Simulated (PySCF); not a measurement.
**S⁺ (sulfur, charge +1) across methods**

[Ne] 3s2 3p3, high-spin 4S determinant. Computed with PySCF 2.14 in an uncontracted even-tempered set (21 s from 0.028 bohr⁻², ratio 2.5; 14 p from 0.036 bohr⁻², ratio 2.5; 6 d from 0.67 bohr⁻², ratio 2.7; 5 f from 1 bohr⁻², ratio 2.7), with the spin-free X2C one-electron Hamiltonian (Gaussian nucleus).

```csv
method,E (hartree),mean ε 3s α (eV),mean ε 3s β (eV),mean ε 3p α (eV),Σ⟨r²⟩ (bohr²),⟨S²⟩
M06,-398.8242,-30.979,-26.697,-19.090,20.42,3.751
UHF,-398.25806,-38.568,-29.187,-23.455,20.69,3.751
r2SCAN,-398.8066,-29.972,-25.385,-18.461,20.49,3.750
M06-2X,-398.8267,-33.087,-28.223,-20.571,20.56,3.752
PBE0,-398.6962,-31.450,-26.725,-19.477,20.53,3.750
PBE,-398.6644,-28.813,-25.375,-17.906,20.59,3.750
LDA,-397.4346,-28.706,-25.636,-17.880,20.63,3.750
```
